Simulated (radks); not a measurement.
Values are calculated unless marked as measured or tabulated.
Q: Species: the carbon ion C3+. Configuration: 1s1 2s2 (not the ground configuration). Level of theory: non-relativistic Kohn-Sham, BLYP, spin-polarised, spherical densities, point nucleus; open shells are filled with parallel spins first (a radial shooting solver on a logarithmic mesh with Libxc functionals). Some entries of the table are withheld. Estimate them.

orbital,occ.,eigenvalue (Ry),<r^2> (bohr^2),<r> (bohr)
1s up,1,(1),0.08611,0.2534
1s down,0,(2),0.09271,0.2622
2s up,1,-4.75767,(3),1.163
2s down,1,-4.67126,(4),1.182
2p up,0,(5),1.304,1.033
2p down,0,(6),1.374,1.064

A: 
(1) 1s up eigenvalue (Ry): -29.02884
(2) 1s down eigenvalue (Ry): -26.81619
(3) 2s up <r^2> (bohr^2): 1.587
(4) 2s down <r^2> (bohr^2): 1.640
(5) 2p up eigenvalue (Ry): -4.25759
(6) 2p down eigenvalue (Ry): -4.16817
